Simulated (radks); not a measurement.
The numbers below are computed, except where a source is named.
Q: Successive ionisation energies (eV) of one element, from differences of total energies of ions in their ground configurations, starting at charge 3: 67.375, 84.446, 107.79, 127.47, 147.60, 188.59, 212.17, 592.34, 658.73, 725.83, 820.04, 895.28, 970.89. Code: a radial shooting solver on a logarithmic mesh with Libxc functionals. Model: scalar-relativistic Kohn-Sham, LDA (Slater exchange, Perdew-Wang correlation), spin-polarised, spherical densities, point nucleus; open shells are filled with parallel spins first. Which element is it?

A: Calcium (Z = 20). The first species listed is Ca3+ in [Ne] 3s2 3p5, the last Ca15+ in [He] 2s2 2p1.
